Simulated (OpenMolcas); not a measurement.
Computed levels of 4d6 in ions with 42 electrons, in cm-1 above 5D4.

- Program: OpenMolcas 26.06
- Method: SS-CASPT2, IPEA 0.25 Eh, imaginary shift 0.1 Eh
- Basis: ANO-RCC-VQZP
- Scalar Hamiltonian: DKH2, point nucleus
- Spin-orbit coupling: RASSI with atomic mean-field integrals over the reference wave functions, term energies averaged over their components

Active space for each ion: 6 electrons in 5 orbitals (4d); closed shells correlated by CASPT2: 4s 4p.

```
 Level   Ru2+   Pd4+   Ag5+
   5D3   1172   2010   2560
   5D2   1861   3070   3820
   5D1   2310   3810   4760
   5D0   2530   4160   5180
3P2(1)  15350  19640  21590
   3H6  15600  20080  22370
   3H5  15850  20390  22690
3F3(1)  17380  22600  25210
3F2(1)  17920  23420  26160
```

Question: Estimate 5D0, 3P2(1), 3H6 for Rh3+ from its neighbours Ru2+ and Pd4+.

Answer: 5D0 is fine structure, which grows about as the fourth power of a screened charge, so the fourth roots are averaged: ((2530^0.25 + 4160^0.25) / 2)^4 = 3269. The calculation gives 3300, so the estimate is off by -0.9 %.
3P2(1) is another term, which grows about linearly with the charge: (15350 + 19640) / 2 = 17495. The calculation gives 17560, so the estimate is off by -0.4 %.
3H6 is another term, which grows about linearly with the charge: (15600 + 20080) / 2 = 17840. The calculation gives 17890, so the estimate is off by -0.3 %.

Mixed levels, with the weight of the term that names them: Ag5+ 3H5 (73 %).

CASPT2 breaks the degeneracy within a term, and the mean is taken; among the terms shown or strongly mixed into the levels shown the widest spread is 100 cm-1 (4d6 3F(1), Ru2+). Levels of configurations with an s electron are missing; early in the row they begin among the upper levels of the d shell and mix with terms of their name (holds for Ru2+). Only configurations of the active space appear.

A number in round brackets counts repeated terms of one configuration in the order of the reference energies.
